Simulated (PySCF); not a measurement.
Compound: C₆H₁₀OSi.
Cartesian coordinates in Å at the GFN2-xTB level; atoms count from 1:
```
atom  x, y, z in Å
C1    -2.318    0.536   -1.625
C2    -2.196   -0.163   -0.504
C3    -0.938   -0.545    0.133
C4    -0.887   -1.596    0.957
C5     0.293    0.229   -0.141
C6     0.308    1.553   -0.263
O7     1.406   -0.537   -0.195
Si8    2.992   -0.216   -0.325
H9    -1.462    0.910   -2.161
H10   -3.284    0.747   -2.051
H11   -3.082   -0.552   -0.018
H12    0.037   -1.907    1.414
H13   -1.764   -2.178    1.183
H14    1.228    2.085   -0.427
H15   -0.594    2.128   -0.181
H16    3.505   -1.576   -0.292
H17    3.294    0.481   -1.577
H18    3.453    0.607    0.796
```

PySCF closed-shell single points with density fitting, gas phase. The input was altered on purpose; the results of an altered input aren't properties of the species above.

Q: What comes out at X3LYP/MINI with: at most 87 cycles, bond C1–C2 scaled by 0.5?

A: E = -592.3188 Eh; HOMO -7.50 eV, LUMO -2.50 eV (gap 5.00 eV), in 11 cycles. The distance C1···C2 goes from 1.327 to 0.663 Å, the nuclear repulsion from 420.75 to 429.40 Eh. Only C2 was moved, along that bond; its nearest neighbour is now C1 at 0.663 Å. The response step found this closed-shell solution unstable or close to it.

Coordinates of the altered input:
```
atom  x, y, z in Å
C1    -2.3181    0.5362   -1.6244
C2    -2.2568    0.1867   -1.0639
C3    -0.9381   -0.5450    0.1331
C4    -0.8864   -1.5963    0.9564
C5     0.2930    0.2292   -0.1408
C6     0.3081    1.5533   -0.2633
O7     1.4061   -0.5362   -0.1953
Si8    2.9923   -0.2160   -0.3251
H9    -1.4629    0.9106   -2.1608
H10   -3.2843    0.7469   -2.0506
H11   -3.0813   -0.5521   -0.0176
H12    0.0369   -1.9069    1.4136
H13   -1.7636   -2.1784    1.1824
H14    1.2285    2.0851   -0.4273
H15   -0.5945    2.1283   -0.1813
H16    3.5043   -1.5763   -0.2903
H17    3.2942    0.4796   -1.5777
H18    3.4528    0.6070    0.7959
```

The SCF part of the output:
```
final grid: 144104 points
cycle   1  E = -592.1920646023  dE =  3.724e+00  |g| = 5.886e-01  |ddm| = 7.080e+00
cycle   2  E = -592.0870136858  dE =  1.051e-01  |g| = 8.722e-01  |ddm| = 2.598e+00
cycle   3  E = -592.3115420446  dE = -2.245e-01  |g| = 1.438e-01  |ddm| = 1.643e+00
cycle   4  E = -592.3178190959  dE = -6.277e-03  |g| = 5.306e-02  |ddm| = 3.348e-01
cycle   5  E = -592.3187048532  dE = -8.858e-04  |g| = 1.437e-02  |ddm| = 1.081e-01
cycle   6  E = -592.3187873320  dE = -8.248e-05  |g| = 4.787e-03  |ddm| = 4.643e-02
cycle   7  E = -592.3187957598  dE = -8.428e-06  |g| = 1.715e-03  |ddm| = 1.620e-02
cycle   8  E = -592.3187969345  dE = -1.175e-06  |g| = 4.182e-04  |ddm| = 4.330e-03
cycle   9  E = -592.3187969868  dE = -5.224e-08  |g| = 1.646e-04  |ddm| = 9.233e-04
cycle  10  E = -592.3187969962  dE = -9.441e-09  |g| = 1.770e-05  |ddm| = 3.153e-04
cycle  11  E = -592.3187969963  dE = -9.754e-11  |g| = 1.013e-05  |ddm| = 7.046e-05
converged SCF energy = -592.3187969963
```
